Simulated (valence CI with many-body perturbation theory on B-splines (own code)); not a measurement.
Results of a calculation; reference values are marked as such.
# Hyperfine factors and g values of La⁷⁺

Method: relativistic CI+MBPT: four valence electrons over a frozen Dirac-Fock core [Kr] 4d10, a basis of 8 s, 8 p, 9 d, 9 f, 6 g, 3 h, 2 i functions for each j, with the one-electron correlation potential Σ1 (screened to all orders), the two-electron term Σ2, the three-electron term Σ3, Breit, model QED; selected single and double excitations, second order for the rest, scaled by the run's own slope (own B-spline code, finite nucleus).

No measured spectrum was set against this ion. As an estimate, levels hold to about 250 cm⁻¹ or 0.2 % of their energy and the worst to 1 %, as in measured heavy ions of charge 2 to 7; those with d or f electrons hold less well. Core correlation moves these levels by up to 38000 cm⁻¹, and in measured spectra 5 to 20 % of such shifts remained as error; rates that hang on mixing are uncertain with them.

A/g_I is the dipole constant over the nuclear g factor μ/I (μ in nuclear magnetons, uniformly magnetised nucleus), B/Q the quadrupole constant per barn. Both hold the static response of the core; the bare values leave it out. Large factors of s and p1/2 electrons are usually good to 5 to 10 %; those of open d and f shells near neutrality can be off by tens of per cent, and small factors of p3/2, d and f electrons come from cancelling terms and can be off by a factor of two or in sign, in half-filled shells by more. B is blank for J = 1/2, where it vanishes, and for nearly pure S terms. Energies count from the lowest level. Levels with J = 0 are left out.

Names give the largest LS component (configuration and term), which can be under half, so a name can repeat, a term be missing and a line seem to break the LS rules; names also repeat where a configuration has a term twice. Letters in brackets count levels of one name in rising energy.

```csv
Level,E (cm⁻¹),g,A/g_I (MHz),A/g_I bare,B/Q (MHz/b),B/Q bare
5s2.5p2 3P_1,19294,1.501,-1210,-1370,2640,2340
5s2.5p2 3P_2,25736,1.273,6050,5430,1410,1240
5s2.5p2 1D_2,50747,1.227,2980,2640,3650,3260
4f.5s2.5p 3G_3,114270,0.861,3020,2850,-584,-633
4f.5s2.5p 3F_3,118260,1.125,-1490,-1190,-1220,-1220
4f.5s2.5p 3F_2,119190,0.775,-1750,-1500,-1160,-1120
4f.5s2.5p 3G_4,120010,1.122,2150,2100,-1760,-1710
5s.5p3 5S°_2,137660,1.924,17600,16000,611,532
4f.5s2.5p 1F_3,138120,0.937,1040,955,491,362
4f.5s2.5p 3F_4,140750,1.159,912,927,2030,1710
4f.5s2.5p 3G_5,144010,1.200,933,916,5850,5020
4f.5s2.5p 3D_3,145190,1.242,109,230,-1660,-1540
4f.5s2.5p 3D_2,145900,1.042,220,248,-1590,-1430
4f.5s2.5p 3D_1,148910,0.498,-1110,-791,702,590
4f.5s2.5p 1G_4,152540,1.018,1120,1050,4760,4090
4f.5s2.5p 1D_2,157600,1.013,-768,-461,2050,1730
5s.5p3 3D°_1,165470,0.712,-11100,-10200,4220,3760
5s.5p3 3D°_2,168560,1.281,11700,10800,6300,5610
5s.5p3 3D°_3,175930,1.333,15400,14100,-557,-487
5s.5p3 3P°_1,195380,1.356,17100,15700,-4500,-3990
5s.5p3 3P°_2 [a],196710,1.252,5620,5070,-5340,-4800
5s.5p3 3P°_2 [b],216500,1.182,12700,11700,-2560,-2330
5s.5p3 3S°_1,218220,1.618,-920,-1180,65.6,48.3
5s2.5p.5d 3F°_2,229070,0.647,-1090,-930,1550,1250
4f.5s.5p2 5G°_3,233460,1.081,3460,3260,-89.4,-207
4f.5s.5p2 5G°_2,234570,0.521,-3290,-2910,173,47.5
4f.5s.5p2 5D°_4,236810,1.340,6200,5810,-1310,-1320
5s2.5p.5d 3F°_3,240150,1.076,2490,2320,1480,1150
4f.5s.5p2 3D°_3,245460,1.134,3610,3360,-1270,-1220
5s.5p3 1P°_1,245590,1.233,-5980,-5730,205,186
4f.5s.5p2 5G°_4,246500,1.275,4980,4660,18.3,-81.7
4f.5s.5p2 5D°_3,247280,1.115,1800,1740,-1680,-1570
5s2.5p.5d 3D°_2,247810,1.195,2560,2330,-422,-445
4f.5s.5p2 5G°_5,249420,1.280,5330,4980,1110,822
5s2.5p.5d 3D°_1,249700,0.693,-8490,-7830,-265,-275
4f.5s.5p2 5D°_2,250240,1.264,1890,1800,-564,-563
4f2.5s2 3H_4,250880,0.802,388,379,745,538
```

Problem. Take the isotope of mass number 138, with I = 5, μ = 3.7084 μN, leaving out the quadrupole term. What is the hyperfine structure of 5s.5p3 5S°_2?

Solution. From the table A = 13100 MHz. Shifts from the centre of gravity in MHz: F = 3: -157000, F = 4: -105000, F = 5: -39300, F = 6: 39300, F = 7: 131000.
